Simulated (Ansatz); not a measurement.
Job for Ansatz (a program for electronic structure): R-SVWN5/def2-TZVPP on LuH, 2S+1 = 1, a spin state set in the input, which need not be the lowest, a point of a bond scan (R = 1.909 Å). Elements past Kr take the def2 small-core potentials; no spin–orbit coupling.

Ansatz 0.2 input:
```yaml
crystal:
  periodic: [false, false, false]
  atoms:
    - {symbol: Lu, position_ang: [0.00000000, 0.00000000, 0.00000000]}
    - {symbol: H, position_ang: [0.00000000, 0.00000000, 1.90891700]}
basis:
  gaussian:
    orbitals: def2-TZVPP
    pivot_positions_ang: [[0.00000000, 0.00000000, 0.00000000], [0.00000000, 0.00000000, 1.90891700]]
hamiltonian:
  xc: {name: SVWN5}
output: {forces: true, orbitals: {seedname: ./end}}
```

The head of its log:

```
WARN ansatz: RAYON_NUM_THREADS=2 ignored (pool sized by the plan → 2); use --threads N
Functional definition: SVWN5
integrals: 0.05 GiB planned
875 factors; their error is unknown
mean field: 0.44 GiB planned
mean field evaluation 1: about -33639.8281 eV, gradient 6.3e1 eV
mean field evaluation 2: about -33627.5637 eV, gradient 1.8e2 eV
```

Task: What total energy does the run end on?

Result: -1236.3239 hartree.
